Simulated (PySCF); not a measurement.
Structure problem from calculated spectra and properties.

Elements present: C, F, H, P and Si. Monoisotopic mass: 134.0117 u.

* 1H NMR: chemical shifts (computed TMS as zero) by class: 5.60 (1 H), 4.20 (1 H), 0.21 (6 H) ppm [GIAO PBE0/pcSseg-1]
* Polarisability: 99.1 au [wB97X-D/def2-SVPD]
* UV, strongest line: among the 10 lowest singlet transitions: S6 at 6.77 eV (183 nm, f = 0.117) [TDDFT wB97X-D/def2-SVPD]
* Triplet: lowest triplet excitation (Tamm–Dancoff): 3.57 eV [TDA wB97X-D/def2-SVPD]
* 13C NMR: chemical shifts (computed TMS as zero) by class: 163.9 (1 C), 71.0 (1 C), -4.2 (2 C) ppm [GIAO PBE0/pcSseg-1]
* Rotational structure: rotational constants A, B, C: 2.567, 1.167, 1.055 GHz [PBE0-D3(BJ)/def2-SVP]
* Valence photoelectron: vertical ionisation energy: 8.09 eV [ΔSCF wB97X-D/def2-SVPD]

Electronic properties: PySCF, gas phase, density fitting. Levels stand in brackets. The structure is a single PBE0-D3(BJ)/def2-SVP conformer in the gas phase; no vibrational or solvent corrections. NMR values are class means; diastereotopic atoms form classes of their own.

Question: Which formula fits the mass and the elements?

Answer: C4H8FPSi (calculated 134.0117). No other formula that holds each of these elements comes within 0.0003 u with a fitting electron parity and a possible valence count.

Question: What is the compound? Reason from the data.

Answer: Numbering: `[CH3:1][SiH:2]([CH3:3])[P:4]1[CH:5]=[C:6]1[F:7]`. 4 carbons fall into 3 classes; from least to most shielded: vinylic C–F carbon [C6] (163.9 ppm), alkene CH carbon [C5] (71.0 ppm), Si-methyl carbon [C1/C3] (-4.2 ppm, 2 C). Hydrogen classes from least to most shielded: 1 H on an alkene CH carbon, C5 (5.60 ppm), 1 H on an SiH silicon, Si2 (4.20 ppm), 6 H on 2 Si-methyl carbons, C1/C3 (0.21 ppm, a mean of values up to 0.6 ppm apart in this geometry). The first electron is taken from the HOMO, whose largest Löwdin shares are 0.45 on the three-coordinate phosphorus, 0.16 on the alkene CH carbon, 0.15 on the SiH silicon and 0.12 on the vinylic C–F carbon. The optimised geometry has point group C1 and is an asymmetric top. Structure: `C[SiH](C)P1C=C1F`. The assignments are read from this structure; whether some other isomer fits the data as well wasn't checked.

The values belong to the conformer `[CH3:1][SiH:2]([CH3:3])[P:4]1[CH:5]=[C:6]1[F:7]`: C1–Si2–P4–C5 -30°.
